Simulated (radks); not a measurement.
Values are calculated unless marked as measured or tabulated.
Problem. The praseodymium ion Pr2+, configuration [Xe] 4f3. Code: a radial shooting solver on a logarithmic mesh with Libxc functionals. Model: Dirac Kohn-Sham, BLYP, spin-unpolarised, spherical densities, finite nucleus; open shells fill j = l - 1/2 first; Fermi nuclear charge, rms radius 4.8919 fm.

Spin-orbit splittings of the eigenvalues, e(l+1/2) - e(l-1/2), with zeta = 2 splitting/(2l+1) and mean radii in bohr:

shell  occ.  splitting (eV)  zeta (eV)  <r> j=l-1/2  <r> j=l+1/2
2p        6               ?          ?      0.08604      0.09235
3p        6           95.56      63.71       0.2617       0.2740
3d       10           20.60      8.240       0.2452       0.2491
4p        6           20.59      13.72       0.6404       0.6684
4d       10           3.608      1.443       0.7221       0.7321
4f        3          0.3455    0.09872        1.145        1.162
5p        6           2.825      1.884        1.697        1.783

Estimate the 2p splitting.

Solution. 482.4 eV (zeta = 321.6 eV).
